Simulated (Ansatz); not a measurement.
A nudged elastic band was laid between two geometries of GaH$_{7}$O$_{4}$Si (13 atoms, charge 0, multiplicity 1).

Computed with RHF/def2-SVP in Ansatz.

```yaml
movable_images: 9
climbing_image: yes
spring: 5.0 eV/Å²
optimiser: quadratic models (default)
start_path: through a guess of the saddle point
force_threshold: 0.05 eV/Å
iteration_limit: 60
end_points: relaxed
```

Image 0:

```xyz
13
Properties=species:S:1:pos:R:3
Ga -0.224 -0.083 0.436
O -1.100 -1.014 1.695
H -0.965 -1.941 1.799
O 1.567 -0.101 0.363
H 1.978 -0.105 -0.486
O -1.027 0.289 -1.110
H -1.961 0.178 -1.175
O -0.286 1.575 1.669
Si 1.046 2.619 1.899
H 2.074 1.954 2.711
H 1.508 2.998 0.561
H 0.518 3.790 2.629
H -0.809 1.314 2.421
```

Image 10:

```xyz
13
Properties=species:S:1:pos:R:3
Ga 0.089 0.257 0.386
O -0.734 -0.967 1.857
H -1.624 -1.146 1.568
O 1.623 -0.429 -0.186
H 1.609 -1.163 -0.778
O -1.436 0.014 -0.527
H -1.586 0.408 -1.369
O 0.248 1.684 1.442
Si 1.038 3.011 1.949
H 1.946 2.693 3.081
H 1.850 3.620 0.865
H 0.071 4.033 2.423
H -0.776 -0.541 2.704
```

**Question.** Which bonds break or form, and what moves?

**Answer.** Bonds broken: O8–H13. Bonds formed: O2–H13.

**Question.** What energy profile does the band end with?

**Answer.** It converged. The highest image is number 5 of 0 to 10, 13.8 kcal/mol above the first end and 21.1 kcal/mol above the last; the last end lies 7.3 kcal/mol below the first. The profile has 2 maxima (images 1, 5) with wells between them (image 3): this band takes more than one step, which may be the mechanism or a detour left from its start path. A vibrational analysis at the climbing image gives one clearly imaginary mode, 1508i cm⁻¹: a first-order saddle point. The orbitals stay closed-shell, which can raise the energy where a bond breaks towards radicals; this wasn't checked here.

```tsv
image	path coordinate (Å)	energy (kcal/mol)	O8–H13 (Å)	O2–H13 (Å)
0	0.00	0.0	0.95	2.46
1	0.98	1.4	0.95	2.57
2	1.95	1.0	0.95	2.59
3	2.93	0.7	0.95	2.42
4	3.91	2.2	0.96	2.08
5	4.88	13.8	1.17	1.24
6	5.36	-1.0	1.70	0.98
7	5.84	-5.6	2.13	0.95
8	6.32	-7.1	2.50	0.95
9	6.80	-7.3	2.75	0.95
10	7.28	-7.3	2.76	0.95
```

**Question.** What is the geometry of the highest image?

**Answer.** 
```xyz
13
Properties=species:S:1:pos:R:3
Ga -0.032 0.015 0.259
O -0.632 -0.755 1.904
H -1.517 -1.070 2.019
O 1.604 -0.377 -0.300
H 1.737 -1.001 -0.994
O -1.425 0.195 -0.829
H -1.304 0.482 -1.719
O 0.112 1.361 1.664
Si 0.868 2.742 2.191
H 2.061 2.405 2.996
H 1.265 3.535 1.010
H -0.072 3.523 3.025
H -0.346 0.420 2.188
```

The run took 21 min on 4 threads of Intel(R) Xeon(R) Platinum 8259CL CPU @ 2.50GHz (Skylake/Cascade Lake), with other jobs on the host, peak memory 0.44 GiB.
